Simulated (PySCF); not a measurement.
Ta(O)(F)3 anion (F3OTa), SMILES [O]=[Ta]([F])([F])[F] (connectivity only; charge and spin as stated), charge -1, multiplicity 2. Coordinates come from a B3LYP-D3(BJ)/def2-SVPD optimisation. The spin state was assumed, not searched. The isomer is the one that the SMILES or the coordinates give; other isomers of the formula were not compared. The def2 effective core potentials stand for the cores of Ta; spin–orbit coupling is left out.

All values below come from B3LYP-D3(BJ)/def2-SVPD run with PySCF 2.14.0.

Harmonic wavenumbers (cm⁻¹): 142, 148, 162, 184, 263, 521, 565, 577, 911. Rotational constants (GHz): 3.683, 3.059, 2.154; symmetry number 1.

**Question.** Work out the zero-point energy and the ideal-gas rigid-rotor harmonic-oscillator thermochemistry at 298.15 K and 1 atm.

**Answer.** ZPE = ½ Σ hcν = ½ × 3473 cm⁻¹ = 4.97 kcal/mol. H − E(el) = 9.59 kcal/mol. Entropy in cal/(mol K): translation 42.50, rotation 26.98, vibration 13.68, spin 1.38, total 84.53. G − E(el) = -15.61 kcal/mol. Cp = 21.13 cal/(mol K). Modes under 150 cm⁻¹ make the vibrational entropy uncertain.
